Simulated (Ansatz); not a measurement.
**Abstraction of Cl: C2H5ClSi2 + SiH2(CH3) → C2H5Si2 + SiH2(CH3)Cl**

Species: C2H5ClSi2 `[SiH3]C#C[SiH2]Cl`, singlet; SiH2(CH3), doublet; C2H5Si2 `[SiH2]C#C[SiH3]`, doublet; SiH2(CH3)Cl ((chlorosilyl)methane), singlet. A radical takes Cl: the energy is the difference in strength between two Si–Cl bonds in different surroundings.

Shapes, held fixed at every level: PBE0-D4/def2-TZVP. Programs: Ansatz 0.2.0. Electronic energies: no zero-point or thermal term.

```tsv
level	kind	ΔE (kJ/mol)	CPU time (sum over the molecules)
HF/def2-TZVPP	Hartree–Fock	-16.3	–
SPW92/def2-TZVPP	LDA	-24.1	16 s
PBE-D4/def2-TZVPP	GGA	-20.7	30 s
r2SCAN-D4/def2-TZVPP	meta-GGA	-21.0	57 s
B3LYP-D4/def2-TZVPP	global hybrid	-19.2	51 s
wB97X-V/def2-TZVPP	range-separated hybrid	-16.4	94 s
B2PLYP/def2-TZVPP	double hybrid	-16.0	62 s
```

B2PLYP/def2-TZVPP gives ΔE = -16.0 kJ/mol; the levels span -24.1 to -16.0. The median of the levels is -19.2. No measured value is set beside it here. Spin contamination: C2H5Si2 (⟨S²⟩ up to 0.88). Open shells run unrestricted unless RO is named. Times are processor times on shared x86 and Arm servers, and rough.
